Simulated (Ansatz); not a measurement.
Reactions of `[SiH3][CH2][SnH2][Cl]`.

Isolated molecules relaxed with PBE0-D4/def2-TZVP in Ansatz; ΔE leaves out vibrations. CCSD(T)/CBS adds triple-zeta CCSD(T) − MP2 to the extrapolated MP2 energy (def2 sets, frozen cores). DFT in def2-TZVPP. def2 core potentials past Kr. For Br, Sn outer-core shells are correlated without core-valence functions, which leaves a few kJ/mol of doubt a bond. Scalar relativity is left out up to krypton. One conformer a species, not always the lowest.

```csv
reaction,HF/CBS(def2) (kJ/mol),MP2/CBS(def2) (kJ/mol),B2PLYP (kJ/mol),CCSD/CBS(def2) (kJ/mol)
`[SiH3][CH2][SnH2][Cl]` + `FC1=C(S)[SiH2]1` → `[SiH3][CH2][SnH2][SH]` + `FC1=C(Cl)[SiH2]1`,82,70,70,70
`[SiH3][CH2][SnH2][Cl]` + `BC[SiH](C)F` → `[CH3][SnH2][CH2][SiH3]` + `BC[SiH](F)Cl`,26,9,15,14
`[SiH3][CH2][SnH2][Cl]` + `CSB(F)Cl` → `C[S][SnH2][Cl]` + `FB(Cl)C[SiH3]`,-30,-16,-19,-20
`[SiH3][CH2][SnH2][Cl]` + HBr → `[SiH3]Br` + `[CH3][SnH2][Cl]`,-105,-91,-93,-90
`[SiH3][CH2][SnH2][Cl]` + `OB(O)F` → `OB(F)O[SiH3]` + `[CH3][SnH2][Cl]`,-111,-84,-92,-88
```

(1) Give the CCSD(T)/CBS values in the same order. (An estimate is asked.)

Largest T1 diagnostic: 0.014, for `FC1=C(S)[SiH2]1`.

Answers

(1) The calculation gave: 68, 12, -18, -88, -84 kJ/mol.
